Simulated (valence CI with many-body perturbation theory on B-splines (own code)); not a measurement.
**How close is CI+MBPT for As²⁺?**

Computed by valence CI with perturbative core correlation (CI+MBPT): three valence electrons over a frozen Dirac-Fock core [Ar] 3d10, radial functions for each j: 11 s, 11 p, 10 d, 8 f, 5 g, 2 h, with the one-electron correlation potential Σ1, the two-electron term Σ2, the three-electron term Σ3, Breit, model QED; selected CI, second order for the rest, scaled by the run's own slope (own B-spline code, finite nucleus).

Set against measurement, 13 paired levels are off by 212 cm⁻¹ on average, the worst by 566. These come from a selection out of Moore, Atomic Energy Levels, vol. II, NSRDS-NBS 35 (1971 reprint of NBS Circular 467, 1952), an old analysis. Levels without a partner in it may be off by more.

Measured levels: Moore, Atomic Energy Levels, vol. II, NSRDS-NBS 35 (1971 reprint of NBS Circular 467, 1952). Pairs share parity and J, and are chosen by configuration, term and nearness in energy; levels without a clear partner are left out. The analysis is old, and some levels have since been revised. Energies in cm⁻¹ above the measured ground level.

| Computed label | Label in the source | Measured | Computed | Difference |
| --- | --- | --- | --- | --- |
| 4s²4p ²P°_1/2 | 4s2 4p 2P° | 0 | 0.0 | 0 |
| 4s²4p ²P°_3/2 | 4s2 4p 2P° | 2940 | 2930.8 | -9 |
| 4s4p² ²D_3/2 | 4s 4p2 2D | 85309 | 84996.4 | -313 |
| 4s4p² ²D_5/2 | 4s 4p2 2D | 85630 | 85318.9 | -311 |
| 4s²5s ²S_1/2 | 4s2 5s 2S | 106694 | 106613.4 | -81 |
| 4s4p² ²S_1/2 | 4s 4p2 2S | 107806 | 107508.2 | -298 |
| 4s4p² ²P_1/2 | 4s 4p2 2P | 113938 | 113868.7 | -69 |
| 4s4p² ²P_3/2 | 4s 4p2 2P | 115425 | 115362.6 | -62 |
| 4s²4d ²D_3/2 | 4s2 4d 2D | 117651 | 117537.3 | -114 |
| 4s²5p ²P°_1/2 | 4s2 5p 2P° | 131458 | 131278.3 | -180 |
| 4s²5p ²P°_3/2 | 4s2 5p 2P° | 132181 | 131995.2 | -186 |
| 4s²6s ²S_1/2 | 4s2 6s 2S | 162889 | 162323.0 | -566 |
| 4s²5d ²D_3/2 | 4s2 5d 2D | 165623 | 165339.4 | -284 |
| 4s²5d ²D_5/2 | 4s2 5d 2D | 165708 | 165425.5 | -282 |

Over 13 excited levels the mean absolute difference is 212 cm⁻¹, the median 186 and the largest 566. The comparison draws on a selection of the measured levels: 14 of the 76 computed ones have a partner in it, and others may be off by more.
